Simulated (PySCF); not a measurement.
Gas-phase reaction: 2 TiCl3OH + 2 Cl ⇌ TiCl4.H2O + O + TiCl4

Method: PySCF energies (xtb for GFN2) plus ideal-gas RRHO corrections (1 bar). † marks an energy on the PBE0/def2-TZVP geometry and frequencies; other levels use their own. MP2 and CCSD(T) freeze the core. 6-31G* has spherical d functions here. Open shells (unrestricted): Cl (multiplicity 2, electronic degeneracy 6), O (multiplicity 3, electronic degeneracy 9); the rest are closed-shell singlets. GFN2 has no spin-polarisation term. Spin-orbit splitting is ignored; it lowers the true energy and changes the entropy of Cl, O. B3LYP is the form with VWN-RPA correlation. Adducts (TiCl4.H2O) have no counterpoise correction, and HF, PBE, BLYP, B3LYP and PBE0 lack dispersion. TiCl3OH, TiCl4.H2O: computed as isolated molecules; such fragments, hydroxides, amides, oligomers or adducts are transient or little studied in the gas. MP2 isn't extrapolated to the basis-set limit; its ΔH°(298 K) is 17.4 kJ in def2-SVP and -2.4 kJ in def2-TZVPP. CCSD(T) isn't extrapolated to the basis-set limit. The harmonic model lacks anharmonicity and excited electronic states, which grow with temperature; levels with a mode under 35 cm⁻¹ are left out. Soft modes under 120 cm⁻¹ make the harmonic entropy rough for TiCl3OH, TiCl4.H2O, TiCl4. Warning, large T1 diagnostic: TiCl4, TiCl3OH, TiCl4.H2O (CCSD(T)/def2-SVP†). Warning, point group unlike the PBE0 one: TiCl3OH (GFN2-xTB).

| level | ΔE electronic, kJ | ΔH°(298 K), kJ | ΔS°(298 K), J/K | ΔG°(1200 K), kJ |
|---|---|---|---|---|
| B3LYP/6-31G* | 44 | 50 | -159 | 241 |
| BLYP/def2-TZVP† | 51 | 56 | -167 | 257 |
| CCSD(T)/def2-SVP† | 8 | 14 | -167 | 215 |
| GFN2-xTB | 308 | 309 | -112 | 440 |
| M06-2X/def2-TZVP† | 2 | 8 | -167 | 208 |
| MP2/def2-SVP† | 12 | 17 | -167 | 218 |
| PBE0/def2-QZVP† | 2 | 8 | -167 | 209 |
| LDA/def2-TZVP† | 8 | 14 | -167 | 215 |
| ωB97X-V/def2-TZVP† | 17 | 23 | -167 | 223 |
ΔH° is lowest at M06-2X/def2-TZVP† and highest at GFN2-xTB. No reference value is set beside these.
